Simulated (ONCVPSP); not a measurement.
# Reading a pseudo-wave (silicon)

Columns: radius, all-electron u(r) and pseudo u(r) of the 2p shell (level -110.69 eV) of silicon in the configuration [He] 2s2 2p6 3s2 3p0.5; revPBE, scalar-relativistic, ONCV scheme, ONCVPSP 4.0.1.

| r (bohr) | all-electron | pseudo |
| --- | --- | --- |
| 0.057 | 0.1926 | 0.0546 |
| 0.115 | 0.5369 | 0.2113 |
| 0.172 | 0.8476 | 0.4390 |
| 0.230 | 1.0819 | 0.7073 |
| 0.288 | 1.2282 | 0.9704 |
| 0.345 | 1.2980 | 1.1872 |
| 0.402 | 1.3106 | 1.3373 |
| 0.460 | 1.2811 | 1.4107 |
| 0.518 | 1.2226 | 1.4061 |
| 0.575 | 1.1476 | 1.3399 |
| 0.632 | 1.0630 | 1.2324 |
| 0.690 | 0.9727 | 1.1016 |
| 0.747 | 0.8838 | 0.9697 |
| 0.805 | 0.7960 | 0.8447 |
| 0.862 | 0.7140 | 0.7370 |
| 0.920 | 0.6362 | 0.6443 |
| 0.977 | 0.5656 | 0.5674 |
| 1.035 | 0.5000 | 0.5001 |
| 1.092 | 0.4417 | 0.4416 |
| 1.150 | 0.3882 | 0.3882 |
| 1.208 | 0.3405 | 0.3405 |
| 1.265 | 0.2988 | 0.2988 |
| 1.322 | 0.2619 | 0.2619 |
| 1.380 | 0.2288 | 0.2287 |
| 1.438 | 0.1995 | 0.1995 |
| 1.495 | 0.1743 | 0.1742 |

**Question.** How many radial nodes do the two functions have?

**Answer.** The all-electron 2p function has n − l − 1 = 0; the pseudo-wave has 0.

**Question.** At about which radius was the pseudo-wave matched?

**Answer.** 1.10 bohr. The columns agree to 0.0005 from 1.03 bohr on; several derivatives are matched, so the curves merge somewhat inside the radius.

**Question.** Where does each function peak?

**Answer.** Outermost all-electron maximum near 0.40 bohr, pseudo maximum near 0.46 bohr (to the table’s step).

**Question.** Is the pseudo-wave norm-conserving?

**Answer.** Yes: the ONCV scheme keeps the norm inside the radius equal to the all-electron one, which fixes the energy derivative of the logarithmic derivative at the level.
